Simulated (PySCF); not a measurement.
This PySCF input asks for the NMR shieldings of `F[SiH2]O[SiH]([SiH3])[SiH3]`, FH₉OSi₄; the geometry comes from GFN2-xTB.

```python
import basis_set_exchange as bse
import numpy as np
from pyscf import gto, dft
from pyscf.prop import nmr

atoms = """
F     2.635640   -0.303127   -1.055207
Si    2.398055    0.755742    0.132269
O     0.995547    0.396791    0.807645
Si   -0.585911   -0.086732    0.780565
Si   -1.728070    1.555459   -0.392851
Si   -0.600486   -2.279976    0.029274
H     3.426954    0.523442    1.123576
H     2.319006    2.049638   -0.518396
H    -0.865490    0.001542    2.230015
H    -3.148030    1.199945   -0.499827
H    -1.687839    2.900260    0.198935
H    -1.239627    1.724969   -1.768008
H    -0.141100   -2.418891   -1.357249
H    -1.980727   -2.784422    0.059248
H     0.197664   -3.226649    0.819543
"""
names = dict.fromkeys(["F", "Si", "O", "H"], "pcSseg-1")
basis = {el: gto.basis.parse(bse.get_basis(n, elements=[el], fmt="nwchem")) for el, n in names.items()}
mol = gto.M(atom=atoms, basis=basis, charge=0, verbose=0)
mf = dft.RKS(mol, xc="PBE0")
mf.grids.level = 2
mf.grids.alignment = dft.numint.BLKSIZE   # the property module wants whole blocks of grid points
mf.conv_tol = 1e-9
mf.kernel()

calc = nmr.RKS(mf)   # GIAO
C = mf.mo_coeff
Co = C[:, mf.mo_occ > 0]
resp = mf.gen_response(singlet=True, hermi=2)
def vind(x):   # induced exchange potential for any number of trial vectors
    d = np.einsum("pi,xij,qj->xpq", C, 2 * x.reshape(-1, C.shape[1], Co.shape[1]), Co, optimize=True)
    return np.einsum("xpq,pi,qj->xij", resp(d - d.transpose(0, 2, 1)), C, Co, optimize=True).ravel()
mo1, _ = nmr.rhf.solve_mo1(calc, with_cphf=vind)
sigma = calc.kernel(mo1)
for i, s in enumerate(sigma):   # ppm
    print("%2d %-2s %9.2f" % (i, mol.atom_pure_symbol(i), np.trace(s) / 3))
```

Question: Give the expected output.

Answer: 
```
 0 F     335.47
 1 Si    379.77
 2 O     293.12
 3 Si    357.04
 4 Si    467.17
 5 Si    463.38
 6 H      26.93
 7 H      26.87
 8 H      25.40
 9 H      28.41
10 H      27.92
11 H      27.99
12 H      27.92
13 H      28.42
14 H      27.85
```

These numbers come from an equivalent density-fitted implementation of the same equations, which agrees with the script to about 0.01 ppm for H and up to a few tenths of a ppm for heavy atoms, so last digits may differ.

Question: Turn these shieldings into chemical shifts. Shifts are taken against calculated references (same method and geometry level): CFCl3 for ¹⁹F (σref 170.95); ²⁹Si (σref 349.16), ¹H (σref 31.72) vs TMS; H2O for ¹⁷O (σref 336.08).

Answer: Averaging equivalent atoms: F 0: -164.5; Si 3: -7.9; Si 1: -30.6; Si 4/5: -116.1; O 2: 43.0; H 8: 6.32; H 6/7: 4.81; H 9/10/11/12/13/14: 3.63 ppm. Unscaled 19F shifts against computed CFCl3 carry errors that often reach 10 to 50 ppm. Experimental scales use liquid or dissolved standards, which lie at an offset from isolated H2O (liquid H2O: subtract about 36 ppm).

Size and cost of the density-fitted run: 175 basis functions, 44 s wall time on 1 thread of an Arm Neoverse N1, shared host; peak memory 0.81 GiB.
